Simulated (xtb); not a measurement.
xtb input (GFN1-xTB):

```bash
xtb mol.xyz --gfn 1 --sp --chrg -1 --uhf 0
```
mol.xyz:
```
11

C     -2.25443518    -0.24941278    -0.10190078
C     -0.89118174    -0.22730850     0.09944638
C     -0.06478935    -0.93985510     1.00955811
C      1.30729088    -0.64122786     0.91218248
C      1.64589286     0.28581997    -0.03821199
S      0.18564864     0.82814991    -0.86831783
H     -2.87857442    -0.89863863     0.49970303
H     -2.73536334     0.36592528    -0.84938252
H     -0.47911109    -1.65090964     1.71296294
H      2.05275261    -1.11217560     1.54664688
H      2.61325314     0.67730567    -0.30329017
```

Output:

```
           -------------------------------------------------
          |                Calculation Setup                |
           -------------------------------------------------

           -------------------------------------------------
          |                 G F N 1 - x T B                 |
           -------------------------------------------------

        Reference                      10.1021/acs.jctc.7b00118
      * Hamiltonian:
        H0-scaling (s, p, d)           1.850000    2.250000    2.000000
        zeta-weighting                 0.000000
      * Dispersion:
        s8                             2.400000
        a1                             0.630000
        a2                             5.000000
        s9                             0.000000
      * Repulsion:
        kExp                           1.500000
        rExp                           1.000000
      * Coulomb:
        alpha                          2.000000
        third order                    atomic
        anisotropic                    false
      * Halogen bond correction:
        rad-scale                      1.300000
        damping                        0.440000

          ...................................................
          :                      SETUP                      :
          :.................................................:
          :  # basis functions                  40          :
          :  # atomic orbitals                  39          :
          :  # shells                           23          :
          :  # electrons                        32          :
          :  # halogen bonds                     0          :
          :  max. iterations                   250          :
          :  Hamiltonian                  GFN1-xTB          :
          :  restarted?                      false          :
          :  GBSA solvation                  false          :
          :  PC potential                    false          :
          :  electronic temp.          300.0000000     K    :
          :  accuracy                    1.0000000          :
          :  -> integral cutoff          0.2500000E+02      :
          :  -> integral neglect         0.1000000E-07      :
          :  -> SCF convergence          0.1000000E-05 Eh   :
          :  -> wf. convergence          0.2000000E-04 e    :
          :  Broyden damping             0.4000000          :
          :  net charge                         -1          :
          :  unpaired electrons                  0          :
          ...................................................

 iter      E             dE          RMSdq      gap      omega  full diag
   1    -17.3111672 -0.173112E+02  0.102E+01    3.30       0.0  T
   2    -17.3476277 -0.364604E-01  0.591E+00    2.80       1.0  T
   3    -17.3456373  0.199039E-02  0.966E-01    2.85       1.0  T
   4    -17.3483404 -0.270314E-02  0.203E-01    2.79       1.0  T
   5    -17.3488469 -0.506444E-03  0.640E-02    2.82       1.0  T
   6    -17.3488679 -0.210258E-04  0.164E-02    2.81       1.8  T
   7    -17.3488689 -0.102639E-05  0.331E-03    2.81       9.1  T
   8    -17.3488690 -0.321563E-07  0.129E-03    2.81      23.4  T
   9    -17.3488690 -0.375849E-08  0.126E-04    2.81     240.1  T
  10    -17.3488690 -0.530562E-10  0.409E-05    2.81     737.3  T

   *** convergence criteria satisfied after 10 iterations ***

         #    Occupation            Energy/Eh            Energy/eV
      -------------------------------------------------------------
         1        2.0000           -0.6570280             -17.8786
       ...           ...                  ...                  ...
        10        2.0000           -0.2863413              -7.7917
        11        2.0000           -0.2816973              -7.6654
        12        2.0000           -0.2680903              -7.2951
        13        2.0000           -0.2480340              -6.7493
        14        2.0000           -0.2177458              -5.9252
        15        2.0000           -0.2024999              -5.5103
        16        2.0000           -0.1212488              -3.2993 (HOMO)
        17                         -0.0178659              -0.4862 (LUMO)
        18                          0.0287227               0.7816
        19                          0.0409314               1.1138
        20                          0.0781413               2.1263
        21                          0.0916827               2.4948
       ...                                ...                  ...
        39                          0.8599972              23.4017
      -------------------------------------------------------------
                  HL-Gap            0.1033830 Eh            2.8132 eV
             Fermi-level           -0.0695574 Eh           -1.8928 eV

 SCC (total)                   0 d,  0 h,  0 min,  0.009 sec
 SCC setup                      ...        0 min,  0.000 sec (  1.228%)
 Dispersion                     ...        0 min,  0.000 sec (  0.577%)
 classical contributions        ...        0 min,  0.000 sec (  0.317%)
 integral evaluation            ...        0 min,  0.002 sec ( 23.418%)
 iterations                     ...        0 min,  0.003 sec ( 32.492%)
 molecular gradient             ...        0 min,  0.004 sec ( 40.108%)
 printout                       ...        0 min,  0.000 sec (  1.753%)

         :::::::::::::::::::::::::::::::::::::::::::::::::::::
         ::                     SUMMARY                     ::
         :::::::::::::::::::::::::::::::::::::::::::::::::::::
         :: total energy             -17.121061898598 Eh    ::
         :: gradient norm              0.024727086531 Eh/a0 ::
         :: HOMO-LUMO gap              2.813193798785 eV    ::
         ::.................................................::
         :: SCC energy               -17.348868976979 Eh    ::
         :: -> electrostatic           0.106685151937 Eh    ::
         :: repulsion energy           0.232476084846 Eh    ::
         :: dispersion energy         -0.004669006465 Eh    ::
         :: halogen bond corr.         0.000000000000 Eh    ::
         :: add. restraining           0.000000000000 Eh    ::
         :: total charge              -1.000000000000 e     ::
         :::::::::::::::::::::::::::::::::::::::::::::::::::::

           -------------------------------------------------
          |                Property Printout                |
           -------------------------------------------------

    * Orbital Energies and Occupations

         #    Occupation            Energy/Eh            Energy/eV
      -------------------------------------------------------------
         1        2.0000           -0.6570280             -17.8786
       ...           ...                  ...                  ...
         4        2.0000           -0.4010532             -10.9132
         5        2.0000           -0.3834285             -10.4336
         6        2.0000           -0.3656000              -9.9485
         7        2.0000           -0.3459055              -9.4126
         8        2.0000           -0.3168270              -8.6213
         9        2.0000           -0.2889652              -7.8631
        10        2.0000           -0.2863413              -7.7917
        11        2.0000           -0.2816973              -7.6654
        12        2.0000           -0.2680903              -7.2951
        13        2.0000           -0.2480340              -6.7493
        14        2.0000           -0.2177458              -5.9252
        15        2.0000           -0.2024999              -5.5103
        16        2.0000           -0.1212488              -3.2993 (HOMO)
        17                         -0.0178659              -0.4862 (LUMO)
Note: The following floating-point exceptions are signalling: IEEE_DENORMAL
normal termination of xtb
        18                          0.0287227               0.7816
        19                          0.0409314               1.1138
        20                          0.0781413               2.1263
        21                          0.0916827               2.4948
        22                          0.0991111               2.6970
        23                          0.1030531               2.8042
        24                          0.1194976               3.2517
        25                          0.1507752               4.1028
        26                          0.1869052               5.0859
        27                          0.2058644               5.6019
       ...                                ...                  ...
        39                          0.8599972              23.4017
      -------------------------------------------------------------
                  HL-Gap            0.1033830 Eh            2.8132 eV
             Fermi-level           -0.0695574 Eh           -1.8928 eV

  Mulliken/CM5 charges         n(s)   n(p)   n(d)
     1C    -0.35587 -0.45284   0.993  3.362  0.000
     2C     0.08811  0.08958   1.083  2.828  0.000
     3C    -0.22273 -0.27376   1.023  3.200  0.000
     4C    -0.06462 -0.11709   1.042  3.022  0.000
     5C    -0.13271 -0.17307   1.024  3.109  0.000
     6S    -0.17266 -0.20712   1.925  4.233  0.015
     7H    -0.01813  0.03485   1.018  0.000  0.000
     8H    -0.02189  0.03170   1.022  0.000  0.000
     9H    -0.02627  0.02950   1.026  0.000  0.000
    10H    -0.03987  0.01532   1.040  0.000  0.000
    11H    -0.03336  0.02292   1.033  0.000  0.000

Wiberg/Mayer (AO) data.
largest (>0.10) Wiberg bond orders for each atom

 ---------------------------------------------------------------------------
     #   Z sym  total        # sym  WBO       # sym  WBO       # sym  WBO
 ---------------------------------------------------------------------------
     1   6 C    3.803 --     2 C    1.536     8 H    0.985     7 H    0.979
                             3 C    0.114
     2   6 C    3.951 --     1 C    1.536     3 C    1.298     6 S    1.033
     3   6 C    3.898 --     4 C    1.351     2 C    1.298     9 H    0.975
                             5 C    0.123     1 C    0.114
     4   6 C    3.987 --     5 C    1.572     3 C    1.351    10 H    0.972
     5   6 C    3.881 --     4 C    1.572     6 S    1.054    11 H    0.981
                             3 C    0.123
     6  16 S    2.302 --     5 C    1.054     2 C    1.033
     7   1 H    1.007 --     1 C    0.979
     8   1 H    1.008 --     1 C    0.985
     9   1 H    1.004 --     3 C    0.975
    10   1 H    1.008 --     4 C    0.972
    11   1 H    1.007 --     5 C    0.981
 ---------------------------------------------------------------------------

Topologies differ in total number of bonds
Writing topology from bond orders to xtbtopo.mol

 dipole moment from electron density (au)
     X       Y       Z
   0.8184   0.3425  -0.2366  total (Debye):    2.334

           -------------------------------------------------
          | TOTAL ENERGY              -17.121061898598 Eh   |
          | GRADIENT NORM               0.024727086531 Eh/α |
          | HOMO-LUMO GAP               2.813193798785 eV   |
           -------------------------------------------------

------------------------------------------------------------------------
------------------------------------------------------------------------
 total:
 SCF:
```

It need not be the lowest isomer of its formula. Whether it binds its extra electron was not tested at this geometry.
